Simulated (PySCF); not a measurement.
Compound: C5H6ClF.
Atom-mapped SMILES: `[CH2:1]=[C:2]([Cl:3])/[CH:4]=[C:5](/[CH3:6])[F:7]` (hydrogens: H8, H9 on C1; H10 on C4; H11, H12, H13 on C6)

The same species was optimised twice, with GFN2-xTB and with PBE0-D3(BJ)/def2-SVP (PySCF), and the same property calculations (PySCF, gas phase) were run on both structures.

```
     coordinate  GFN2-xTB  PBE0-D3(BJ)/def2-SVP  change
      C5–F7 (Å)     1.346                 1.330  -0.016
      C1=C2 (Å)     1.332                 1.342  +0.010
      C4=C5 (Å)     1.334                 1.343  +0.009
      C2–C4 (Å)     1.449                 1.455  +0.006
     C2–Cl3 (Å)     1.734                 1.739  +0.005
      C5–C6 (Å)     1.489                 1.485  -0.004
   C2–C4–C5 (°)     129.8                 131.0    +1.2
  C1–C2–Cl3 (°)     119.2                 118.6    -0.6
  Cl3–C2–C4 (°)     118.2                 118.7    +0.5
   C1–C2–C4 (°)     122.6                 122.7    +0.1
   C6–C5–F7 (°)     111.9                 111.8    -0.1
   C4–C5–C6 (°)     125.9                 125.9     0.0
   C4–C5–F7 (°)     122.3                 122.3     0.0
C1–C2–C4–C5 (°)       180                   179      -1
```

Rotational constants: A = 3853, B = 1477, C = 1075 MHz (GFN2-xTB) against A = 3853, B = 1443, C = 1057 MHz (PBE0-D3(BJ)/def2-SVP). Point groups within 0.08 Å: Cs and Cs.

On the GFN2-xTB structure: lowest singlet, TDDFT (eV) 5.48 [PBE0/def2-SVPD]; lowest triplet, Tamm–Dancoff (eV) 3.06 [PBE0/def2-SVPD]; isotropic polarisability (au) 81.1 [PBE0/def2-SVPD]; HOMO (eV) -6.74 [PBE0/def2-SVPD]; LUMO (eV) -1.07 [PBE0/def2-SVPD]; dipole (D) 3.02 [PBE0/def2-SVPD]; HOMO (eV) -6.69 [PBE0/pcSseg-1]; LUMO (eV) -0.97 [PBE0/pcSseg-1]; dipole (D) 3.02 [PBE0/pcSseg-1]; GIAO shielding of C1 (ppm) 67.4 [PBE0/pcSseg-1]; GIAO shielding of C2 (ppm) 38.8 [PBE0/pcSseg-1]; GIAO shielding of Cl3 (ppm) 711.0 [PBE0/pcSseg-1]; GIAO shielding of C4 (ppm) 75.6 [PBE0/pcSseg-1]; GIAO shielding of C5 (ppm) 17.3 [PBE0/pcSseg-1]; GIAO shielding of C6 (ppm) 163.9 [PBE0/pcSseg-1]; GIAO shielding of F7 (ppm) 261.3 [PBE0/pcSseg-1].

Problem. What do these properties become on the PBE0-D3(BJ)/def2-SVP structure?

Solution. 
```tsv
property	level	on GFN2-xTB	on PBE0-D3(BJ)/def2-SVP	change
lowest singlet, TDDFT (eV)	PBE0/def2-SVPD	5.48	5.40	-0.08
lowest triplet, Tamm–Dancoff (eV)	PBE0/def2-SVPD	3.06	2.98	-0.08
isotropic polarisability (au)	PBE0/def2-SVPD	81.1	82.5	+1.4
HOMO (eV)	PBE0/def2-SVPD	-6.74	-6.69	+0.05
LUMO (eV)	PBE0/def2-SVPD	-1.07	-1.11	-0.04
dipole (D)	PBE0/def2-SVPD	3.02	2.98	-0.04
energy, GFN2-xTB geometry as zero (kcal/mol)	PBE0/def2-SVPD	0.0	-0.8	-0.8
HOMO (eV)	PBE0/pcSseg-1	-6.69	-6.65	+0.04
LUMO (eV)	PBE0/pcSseg-1	-0.97	-1.02	-0.05
dipole (D)	PBE0/pcSseg-1	3.02	2.99	-0.03
energy, GFN2-xTB geometry as zero (kcal/mol)	PBE0/pcSseg-1	0.0	-0.4	-0.4
GIAO shielding of C1 (ppm)	PBE0/pcSseg-1	67.4	64.2	-3.2
GIAO shielding of C2 (ppm)	PBE0/pcSseg-1	38.8	37.0	-1.8
GIAO shielding of Cl3 (ppm)	PBE0/pcSseg-1	711.0	707.9	-3.1
GIAO shielding of C4 (ppm)	PBE0/pcSseg-1	75.6	74.7	-0.9
GIAO shielding of C5 (ppm)	PBE0/pcSseg-1	17.3	18.3	+1.0
GIAO shielding of C6 (ppm)	PBE0/pcSseg-1	163.9	162.3	-1.6
GIAO shielding of F7 (ppm)	PBE0/pcSseg-1	261.3	261.9	+0.6
```

The heavy atoms differ by 0.023 Å rms after alignment. Among bonds between heavy atoms C5–F7 changes most (-0.016 Å). Changes are differences of the printed values. Neither structure is proved a minimum here.

The values belong to the conformer `[CH2:1]=[C:2]([Cl:3])/[CH:4]=[C:5](/[CH3:6])[F:7]`: C1–C2–C4–C5 179°.
